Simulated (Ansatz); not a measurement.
Basis-set extrapolation for AlFH₄N₂ (`[NH2][Al]([NH2])[F]`) (PBE0-D4/def2-TZVP geometry, frozen core, the Gaussian-basis code of Ansatz). Multiplicity 1, RHF reference.

```json
{"": "HF", "def2-TZVPP": "-452.857317", "def2-QZVPP": "-452.875953"}
{"": "MP2 correlation", "def2-TZVPP": "-0.758353", "def2-QZVPP": "-0.820713"}
{"": "CCSD(T) correlation", "def2-TZVPP": "-0.801439", "def2-QZVPP": "-0.860190"}
```

Energies in hartree. Use E(X) = E(∞) + A·exp(−7.88·√X) for Hartree–Fock and E(X) = E(∞) + B·X^(−2.97) for correlation, with X = 3 and 4.

What is the CCSD(T) energy at the basis-set limit?

HF limit: -452.875953 + (-0.018636) × 0.13774 = -452.87852. Correlation limit: -0.860190 + (-0.058751) × 0.74074 = -0.90371. Total: -453.78223 hartree, 3.36 eV below CCSD(T)/def2-TZVPP.
